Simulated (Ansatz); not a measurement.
Basis-set extrapolation for CH$_{6}$BFOSSi, SMILES `BO[Si](C)(F)S` (PBE0-D4/def2-TZVP geometry, frozen core, the Gaussian-basis code of Ansatz). Multiplicity 1, RHF reference.

```
                      def2-TZVPP   def2-QZVPP
                 HF  -927.152041  -927.184674
    MP2 correlation    -1.050834    -1.137570
CCSD(T) correlation    -1.140862      not run
```

Energies in hartree. Use E(X) = E(∞) + A·exp(−7.88·√X) for Hartree–Fock and E(X) = E(∞) + B·X^(−2.97) for correlation, with X = 3 and 4, and add CCSD(T) minus MP2 of the smaller set to the MP2 limit.

Task: What is the CCSD(T) energy at the basis-set limit?

Result: HF limit: -927.184674 + (-0.032633) × 0.13774 = -927.18917. MP2 limit: -1.137570 + (-0.086736) × 0.74074 = -1.20182. Higher-order term: -1.140862 − (-1.050834) = -0.09003. Total: -928.48102 hartree, 118.0 kcal/mol below CCSD(T)/def2-TZVPP.
